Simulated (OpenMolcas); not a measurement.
# Se²⁺: effect of the level shift or regulariser

| Item | Value |
| --- | --- |
| Program | OpenMolcas 26.06 |
| Basis | ANO-RCC-VTZP [6s5p3d1f] |
| Scalar Hamiltonian | DKH2, point nucleus |
| Active space | 2 electrons in 3 orbitals (4p) |
| State averaging | 2S+1 = 3 even, 3 roots; 2S+1 = 1 even, 6 roots |
| Spin-orbit coupling | RASSI with atomic mean-field integrals over the reference wave functions, term energies averaged over their components |

Methods on the same reference wave functions:
A. CASSCF
B. SS-CASPT2, IPEA 0.25 Eh, imaginary shift 0.1 Eh (closed shells correlated: 3d 4s)
C. SS-CASPT2, IPEA 0.25 Eh, real shift 0.2 Eh (closed shells correlated: 3d 4s)
D. SS-CASPT2, IPEA 0.25 Eh, sigma2 regulariser 0.3 Eh (closed shells correlated: 3d 4s)

Energies in cm⁻¹ above 4s² 4p² ³P₀, the measured ground level; measured values from Moore, Atomic Energy Levels, vol. II, NSRDS-NBS 35 (1971 reprint of NBS Circular 467, 1952).

```
      Level      A      B      C      D  Measured
4s² 4p² ³P₀    0.0    0.0    0.0    0.0       0.0
4s² 4p² ³P₁   1490   1553   1551   1553      1741
4s² 4p² ³P₂   3606   3610   3610   3610      3937
4s² 4p² ¹D₂  15447  13080  13110  13080     13032
4s² 4p² ¹S₀  34196  28690  28770  28690
```

Deviations, from unrounded energies. A percentage is the sum of absolute deviations over the sum of measured energies, with the sign that they share, or ± where signs differ.

```csv
Against measurement,Levels,A,B,C,D
mean absolute deviation (cm-1),3,1000,190,200,190
fine structure of the ground term (%),2,-10.3,-9.1,-9.2,-9.1
other terms of the ground configuration (%),1,+18.5,+0.3,+0.6,+0.3
```

B, C, D lie about equally close to measurement and A furthest from it. The largest miss of D in the table is 4s² 4p² ³P₂, by -330 cm-1. The ranking rests on the paired levels alone, and a cruder setting can come out closer through cancelling errors.

Among B to D the level of the table that moves most is 4s² 4p² ¹S₀, by 80 cm-1 (lowest in D, highest in C). Moves below CASPT2's spread within the term are not significant.

The mean deviations of B to D differ by less than CASPT2's widest spread within a term (100 cm-1), so their order carries little weight.

From A to B the spin-free energies of the other terms of 4s² 4p² shown, above ³P, scale by factors of 0.80 to 0.82.

The lowest spin-free term lies below A's lowest term by 0.107 hartree in B, 0.107 hartree in C, 0.107 hartree in D.

CASPT2 breaks the degeneracy within a term, and the mean is taken; among the terms shown or strongly mixed into the levels shown the widest spread is 100 cm-1 (4s² 4p² ¹D, B). With the s shell closed, the reference lacks s² → p² mixing. Measured partners are found by configuration, term and J. A level has none where our copy of the source lacks it or the pairing is in doubt (some pairs that miss far off the trend of their configuration count as doubtful), and it then counts in no deviation. Only configurations of the active space appear.
